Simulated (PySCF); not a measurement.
C2H3O2, charge -1, singlet, at a GFN2-xTB geometry. Base run: PySCF with HF/6-31G.

The PySCF input:
```python
from pyscf import gto, scf

mol = gto.M(
    atom='''
C    -1.15412904   -0.13368505   -0.00475851
O    -0.72670803   -1.11946687    0.60148897
O     0.00963198    0.80173294   -0.46742437
C     1.28691312    0.41218812   -0.14832584
H     1.79443639    1.15884469    0.49102832
H     1.24026991   -0.54555805    0.40753573
H     1.90519756    0.25756633   -1.05257476
''',
    basis='6-31g',
    charge=-1,
    verbose=4,
)

mf = scf.RHF(mol)
mf.kernel()
```

The base run was repeated with changes; each row names its change, and settings that it needs were set with it.

| change | E (Eh) | HOMO (eV) | HOMO-LUMO gap (eV) | core-seconds (rough) |
|---|---|---|---|---|
| base | -227.03320 | -2.84 | 14.36 | 0.6 |
| functional = blyp; dispersion = d4 | -228.29573 | 2.66 | 3.72 | 4 |
| functional = tpss | -228.37760 | 2.30 | 3.98 | 5 |
| functional = blyp; dispersion = d3bjm | -228.29683 | 2.66 | 3.72 | 3 |
| functional = hse06 | -228.10156 | 1.36 | 5.50 | 9 |
| functional = wb97x_v | -228.25876 | -1.46 | 11.22 | 200 |
| functional = pbe; dispersion = d3zero | -228.08767 | 2.50 | 3.70 | 3 |
| functional = lda,vwn | -226.54589 | 2.42 | 3.56 | 2 |
| functional = blyp; dispersion = d3bj | -228.29343 | 2.66 | 3.72 | 3 |
| functional = m06l | -228.31564 | 2.11 | 4.17 | 4 |
| functional = r2scan | -228.21856 | 2.10 | 4.21 | 5 |
| functional = scan | -228.24894 | 2.06 | 4.21 | 5 |
| functional = bhandhlyp | [?] | [?] | [?] | 3 |

Q: Complete the blanks.

A: 
- functional = bhandhlyp, E (Eh): -228.19930
- functional = bhandhlyp, HOMO (eV): -0.46
- functional = bhandhlyp, HOMO-LUMO gap (eV): 8.98

Total energies compare only within one method and basis.
